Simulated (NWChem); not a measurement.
Basis-set convergence for H$_{3}$ClGe

```xyz
5

Ge     0.6808     0.0217     0.0000
Cl    -1.4826    -0.0474     0.0000
H      1.1167     0.7682     1.2682
H      1.1167     0.7682    -1.2682
H      1.1868    -1.4272     0.0000
```
Charge 0, spin multiplicity 1.

The numbers come from NWChem runs, not from measurements. The geometry was optimised at PBE0/def2-SVP, a minimum by its harmonic frequencies.

Quantity: vertical ionisation energy at the level ΔMP2 (Δ: difference of total energies, the cation a doublet at the parent's geometry with its hole in an orbital of symmetry a' (Cs labels); it is the state that the SCF runs reached, from PBE0 orbitals for Hartree-Fock references, and need not be the lowest).

The Hamiltonian is non-relativistic. The correlated methods keep 14 core orbitals frozen. The Pople sets run with spherical d functions. The structure started from a generated list of species. No SCF solution was tested for a lower state. Open-shell Hartree-Fock references start from PBE0 orbitals; any time given for them includes that run.

Relative cost: rough, from shared machines, SCF included, STO-3G = 1.

| basis | functions | vertical ionisation energy (eV) | relative cost |
|---|---|---|---|
| STO-3G | 30 | 9.14 | 1 |
| 3-21G | 41 | 11.14 | under 3 |
| 6-31G* | 56 | 11.15 | 3 |
| def2-SVP | 65 | ___ | under 3 |
| 6-311G** | 88 | 11.29 | 4 |
| aug-pcseg-1 | 90 | 11.49 | 7 |
| def2-TZVP | 103 | ___ | 9 |
| def2-TZVPP | 132 | 11.59 | 10 |
| aug-cc-pVTZ | 178 | ___ | 200 |

Problem. Complete the blanks.

Solution. 
- def2-SVP, vertical ionisation energy (eV): 11.27
- def2-TZVP, vertical ionisation energy (eV): 11.57
- aug-cc-pVTZ, vertical ionisation energy (eV): 11.64
